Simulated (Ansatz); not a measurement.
Ansatz results at the PBE0-D4/def2-TZVP geometry: LUMO energy (B3LYP/def2-TZVPP) -1.16 eV; HOMO–LUMO gap (PBE/def2-TZVPP) 4.31 eV; size of the dipole moment (PBE/def2-TZVPP) 2.41 D.

Each molecule was computed in one conformer, which needn't be the lowest.

Question: Which molecule gave them?
A. `[AlH2][C]1(Cl)C[SiH2]1`
B. `N[SiH2][AlH][SiH2]S`
C. `C=C(N)CBr`
D. `CC(=N)CBr`

Answer: D. The others give `[AlH2][C]1(Cl)C[SiH2]1`: -1.06, 4.06, 1.94; `C=C(N)CBr`: -0.78, 3.75, 1.18; `N[SiH2][AlH][SiH2]S`: -1.00, 4.09, 1.39.

B3LYP here is the variant with VWN-RPA as its local correlation; programs differ in this.
